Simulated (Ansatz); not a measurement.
C2H5NOSn, SMILES `C#C[O][SnH2][NH2]` at its PBE0-D4/def2-TZVP geometry, where that method's forces vanish. Charge 0, multiplicity 1. Sn takes the def2 core potential.

```xyz
10

C     0.6713   -1.7457   -1.7346
C     0.4470   -0.5732   -1.5705
O     0.2029    0.6689   -1.3757
Sn   -0.7857    1.1048    0.3475
N     0.1876    0.2654    1.8767
H     0.8841   -2.7671   -1.9312
H    -0.6673    2.7931    0.3922
H    -2.3025    0.3745    0.1555
H     1.1221    0.6228    2.0247
H     0.2406   -0.7434    1.8154
```

**Question.** What forces (eV/Å) does r2SCAN-D4/def2-TZVPP give on these atoms in Ansatz 0.2.0? (Estimate.)

**Answer.** The calculation gave: 
```
C1   0.080 -0.433 -0.044
C2  -0.061  0.200  0.048
O3   0.054  0.158 -0.121
Sn4 -0.123  0.070  0.010
N5  -0.011 -0.012  0.123
H6  -0.007  0.064 -0.001
H7   0.011 -0.001  0.005
H8   0.003 -0.014  0.007
H9   0.034 -0.009 -0.012
H10  0.022 -0.024 -0.014
```
